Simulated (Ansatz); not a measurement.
`[O]=[Mo]([OH])([F])([Cl])[Cl]` + HCl → `[O]=[Mo]([F])([Cl])([Cl])[Cl]` + H₂O at 400 K and 1 bar (ligand exchange at a Mo–O bond).

Gas-phase electronic energies from Ansatz, PBE0-D4/def2-TZVP geometries. CBS: MP2 limit from def2 TZ/QZ plus the TZ coupled-cluster correction, frozen cores. This one scheme is used for every species. def2 core potentials past Kr. For Mo outer-core shells are correlated without core-valence functions, which leaves a few kJ/mol of doubt a bond. One conformer a species, not always the lowest.

```tsv
species	CCSD(T)/CBS energy (Eh)	H − E (kJ/mol)	S (J/(mol·K))
`[O]=[Mo]([OH])([F])([Cl])[Cl]`	-1238.60751	93.8	424.4
HCl	-460.38127	29.6	195.4
`[O]=[Mo]([F])([Cl])([Cl])[Cl]`	-1622.61548	61.1	417.4
H₂O	-76.37941	69.8	198.6
```

H − E and S are ideal-gas, rigid-rotor, harmonic terms from PBE0-D4/def2-TZVP, for one conformer and one mirror image of each species. 1 Eh = 2625.50 kJ/mol, R = 8.31446 J/(mol·K).

Problem. By hand: ΔE, ΔH, ΔS and ΔG.

Solution. ΔE = (-1622.61548) + (-76.37941) − (-1238.60751) − (-460.38127) = -0.00611 Eh = -16.0 kJ/mol. Δ(H − E) = 61.1 + 69.8 − 93.8 − 29.6 = 7.5, so ΔH = -8.5 kJ/mol. ΔS = 417.4 + 198.6 − 424.4 − 195.4 = -3.8 J/(mol·K). ΔG = -8.5 − 400 × (-3.8)/1000 = -7.0 kJ/mol.

Problem. By hand: the equilibrium constant, and the temperature at which ΔG would vanish if ΔH and ΔS stayed fixed.

Solution. log₁₀ K = −ΔG/(RT ln 10) = 0.9. ΔG = 0 at ΔH/ΔS = 2237 K, though so small a ΔH makes that figure unsure.

The number of gas molecules stays the same, so ΔS is small and ΔH decides. A doubt of 5 kJ/mol in ΔE shifts log₁₀ K by 0.7 here. Other conformers and mirror images would add mixing entropy, several J/(mol·K) or more a flexible species. Modes under 60 cm⁻¹, often nearly free rotors, make the harmonic entropy too high. These are equilibria of isolated gas molecules and say nothing of rates. Largest T1 diagnostic: 0.024 (customary marks: 0.02 for closed shells, 0.045 for open ones).
